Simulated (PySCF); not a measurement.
Run record: geometry optimisation, `C[NH][GaH2-][NH3+]`.

Computed with PBE0-D3(BJ)/def2-SVP geometry optimisation, gas phase (PySCF 2.14.0). Start geometry: GFN2-xTB. A driver script takes a list of jobs; this job's settings line and coordinates (Å) are shown.

Command:
```bash
OMP_NUM_THREADS=1 python probes_run.py task.json out
```

Input:
```
{"job": {"xc": "PBE0", "basis": "def2-SVP", "d3": "d3bj", "grid": 1, "shake": 0.01, "kind": "geom"}, "charge": 0, "multiplicity": 1}
C      1.974040     0.373740     0.002360
N      0.940180    -0.599550     0.349200
Ga    -0.612200    -0.947650    -0.580750
N     -1.880650     0.565710     0.292630
H      1.562140     1.010560    -0.825540
H      2.179810     1.060660     0.845290
H      2.901520    -0.055420    -0.341130
H      1.349240    -1.262400     0.998920
H     -1.348290    -2.203920    -0.104510
H     -0.700840    -0.431810    -2.012630
H     -2.008920     0.392450     1.305910
H     -2.841430     0.593570    -0.101040
H     -1.508780     1.487170     0.160950
```

Output:
```
step   0  E = -2077.10143402  max force = 0.042523
step   1  E = -2077.10592645  max force = 0.008490
step   2  E = -2077.10643339  max force = 0.002922
step   3  E = -2077.10662135  max force = 0.004563
step   4  E = -2077.10675472  max force = 0.002078
step   5  E = -2077.10692243  max force = 0.000940
step   6  E = -2077.10694201  max force = 0.000673
step   7  E = -2077.10695287  max force = 0.000235
optimisation converged
```

Energies in Eh; «max force» is the largest Cartesian gradient component in Eh/bohr.

Question: How much energy does the optimisation release, in eV?

Answer: E(step 0) − E(last step) = 0.005519 Eh, which is 0.150 eV.

Question: Give the first gradient maximum in eV/Å.

Answer: With 1 Eh/bohr = 51.422 eV/Å, 2.187 eV/Å.

Summary of the converged run: final energy -2077.10695 Eh after 7 steps; dipole 4.51 D.

Question: Give the final coordinates.

Answer: 0.123 Å rms from the input after alignment:
```
atom  x, y, z in Å
C1     1.9922    0.3772   -0.0557
N2     0.9352   -0.5071    0.3525
Ga3   -0.6053   -0.8984   -0.6072
N4    -1.9552    0.5000    0.3774
H5     1.6675    0.9841   -0.9178
H6     2.2953    1.0966    0.7341
H7     2.9196   -0.1398   -0.3783
H8     1.2323   -1.1686    1.0612
H9    -1.3279   -2.2427   -0.2003
H10   -0.6766   -0.2686   -2.0560
H11   -1.9427    0.3245    1.3819
H12   -2.9225    0.4630    0.0566
H13   -1.6102    1.4482    0.2308
```

On one thread, Arm Neoverse V1 (aarch64) (shared host), this took 48 s wall and 0.51 GiB of memory at its peak.
Labels such as C1 count atoms from 1, the log's own numbers from 0.
